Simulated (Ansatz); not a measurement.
`[OH][GaH][F]` + H₂S → `[OH][GaH][SH]` + H–F at 500 K and 1 bar (ligand exchange at a Ga–F bond).

Isolated molecules relaxed with PBE0-D4/def2-TZVP in Ansatz; ΔE leaves out vibrations. CCSD(T)/CBS is the MP2 limit (def2-TZVPP, def2-QZVPP) plus CCSD(T) − MP2 in def2-TZVPP, frozen cores. This one scheme is used for every species. For Ga outer-core shells are correlated without core-valence functions, which leaves a few kJ/mol of doubt a bond. Scalar relativity is left out up to krypton. One conformer a species, not always the lowest.

```csv
species,CCSD(T)/CBS energy (Eh),H − E (kJ/mol),S (J/(mol·K))
`[OH][GaH][F]`,-2100.17635,88.0,326.9
H₂S,-398.97279,57.0,224.0
`[OH][GaH][SH]`,-2398.75721,112.9,354.7
H–F,-100.39570,39.4,188.7
```

H − E and S are ideal-gas, rigid-rotor, harmonic terms from PBE0-D4/def2-TZVP, for one conformer and one mirror image of each species. 1 Eh = 2625.50 kJ/mol, R = 8.31446 J/(mol·K).

By hand: ΔE, ΔH, ΔS and ΔG.

ΔE = (-2398.75721) + (-100.39570) − (-2100.17635) − (-398.97279) = -0.00377 Eh = -9.9 kJ/mol. Δ(H − E) = 112.9 + 39.4 − 88.0 − 57.0 = 7.3, so ΔH = -2.6 kJ/mol. ΔS = 354.7 + 188.7 − 326.9 − 224.0 = -7.5 J/(mol·K). ΔG = -2.6 − 500 × (-7.5)/1000 = 1.1 kJ/mol.

By hand: the equilibrium constant, and the temperature at which ΔG would vanish if ΔH and ΔS stayed fixed.

log₁₀ K = −ΔG/(RT ln 10) = -0.1. ΔG = 0 at ΔH/ΔS = 347 K, though so small a ΔH makes that figure unsure.

TΔS isn't small against ΔH here. The sign of ΔG lies within the doubt. A doubt of 5 kJ/mol in ΔE shifts log₁₀ K by 0.5 here. Other conformers and mirror images would add mixing entropy, several J/(mol·K) or more a flexible species. These are equilibria of isolated gas molecules and say nothing of rates. Largest T1 diagnostic: 0.015 (customary marks: 0.02 for closed shells, 0.045 for open ones).
